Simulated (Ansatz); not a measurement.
Geometry optimisation of the cluster K4H4.

```yaml
crystal:
  periodic: [false, false, false]
  atoms:
    - {symbol: K, position_ang: [-0.429240, 2.193720, 0.114200]}
    - {symbol: K, position_ang: [-1.227080, -1.075700, 1.528640]}
    - {symbol: K, position_ang: [-0.517630, -0.764960, -2.041870]}
    - {symbol: K, position_ang: [2.173390, -0.360650, 0.399860]}
    - {symbol: H, position_ang: [0.515610, 0.749000, 2.004240]}
    - {symbol: H, position_ang: [1.201160, 1.058170, -1.503260]}
    - {symbol: H, position_ang: [-2.134600, 0.357300, -0.394960]}
    - {symbol: H, position_ang: [0.418390, -2.156890, -0.106850]}
basis:
  gaussian: {orbitals: def2-SVP}
hamiltonian: {xc: r2scan, dispersion: d4}
scf: {lower_state_search: "off"}
output: {orbitals: {seedname: orbitals}}
relax: {f_tol: 0.02, max_steps: 100}
```

```sh
$ ansatz run in.yaml --threads 4 --pin off --events-out ev --progress --plain --max-ram 3916MiB
```

Output, abridged:

```
Functional definition: r2SCAN
mean field -65351.25257285 eV, -2401.6142353824 hartree, gradient 6.5e-6 eV, S^2 0.000000; 0 other end points of the search recorded, 0 dependent functions left out
relax step   1: F+E_penalty+E_count = -65351.33867462 eV  Δ(F+E_penalty+E_count) = +0.000e0 eV  max|allowed force component| = 3.187e-1 eV/Å  Δτ_max = 0.0000 Å  (11 SCF iters, accepted)
mean field -65351.22492366 eV, -2401.6132192931 hartree, gradient 4.5e-7 eV, S^2 0.000000; 0 other end points of the search recorded, 0 dependent functions left out
relax step   2: F+E_penalty+E_count = -65351.31255734 eV  Δ(F+E_penalty+E_count) = +2.612e-2 eV  max|allowed force component| = 3.407e-1 eV/Å  Δτ_max = 0.1948 Å  (15 SCF iters, rejected (line search))
mean field -65351.31306860 eV, -2401.6164585602 hartree, gradient 2.4e-6 eV, S^2 0.000000; 0 other end points of the search recorded, 0 dependent functions left out
relax step   3: F+E_penalty+E_count = -65351.39857428 eV  Δ(F+E_penalty+E_count) = -5.990e-2 eV  max|allowed force component| = 5.341e-3 eV/Å  Δτ_max = 0.0825 Å  (14 SCF iters, accepted)
Total energy: -65351.39859060 eV, -2401.6196014355 hartree
Atom 0 at    -0.441664     2.273563     0.113822 Å, force    -0.000828     0.005341     0.000084 eV/Å
Atom 1 at    -1.271169    -1.114723     1.586475 Å, force    -0.003287    -0.002192     0.003912 eV/Å
Atom 2 at    -0.538297    -0.787305    -2.113836 Å, force    -0.001129    -0.001296    -0.004625 eV/Å
Atom 3 at     2.251160    -0.371961     0.413565 Å, force     0.005301    -0.000490     0.000379 eV/Å
Atom 4 at     0.521366     0.762564     2.046915 Å, force    -0.001343    -0.002088    -0.004084 eV/Å
Atom 5 at     1.231119     1.079225    -1.536417 Å, force    -0.002448    -0.002338     0.003145 eV/Å
Atom 6 at    -2.180182     0.360330    -0.400147 Å, force     0.004665    -0.001303     0.000793 eV/Å
Atom 7 at     0.427667    -2.201704    -0.110377 Å, force    -0.000931     0.004366     0.000396 eV/Å
Dipole moment:     0.000090    -0.000506    -0.000057 e Å
Checks for a lower state left out: stability, starts, cluster_reference, orbital_swaps, neighbouring_geometries, increment
```

Run time 8.6 s (4 threads of Arm Neoverse V2 on a shared host).

The structure comes from a short search, and lower isomers may exist.
